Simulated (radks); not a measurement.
The numbers below are computed, except where a source is named.
Question: All-electron atom: the antimony ion Sb33+ in [Ar]. Level of theory: Dirac Kohn-Sham, PBE, spin-unpolarised, spherical densities, finite nucleus; Fermi nuclear charge, rms radius 4.6802 fm (a radial shooting solver on a logarithmic mesh with Libxc functionals). Some entries of the table are withheld. Estimate them.

orbital  occ.  eigenvalue (Ry)  <1/r> (bohr^-1)
1s1/2       2        -2352.735            54.32
2s1/2       2              (1)              (2)
2p1/2       2        -442.1934              (3)
2p3/2       4        -423.3897              (4)
3s1/2       2        -170.5565              (5)
3p1/2       2              (6)            4.931
3p3/2       4              (7)            4.703

Answer: 
(1) 2s1/2 eigenvalue (Ry): -462.9098
(2) 2s1/2 <1/r> (bohr^-1): 12.75
(3) 2p1/2 <1/r> (bohr^-1): 12.70
(4) 2p3/2 <1/r> (bohr^-1): 11.80
(5) 3s1/2 <1/r> (bohr^-1): 4.998
(6) 3p1/2 eigenvalue (Ry): -162.8782
(7) 3p3/2 eigenvalue (Ry): -158.4587
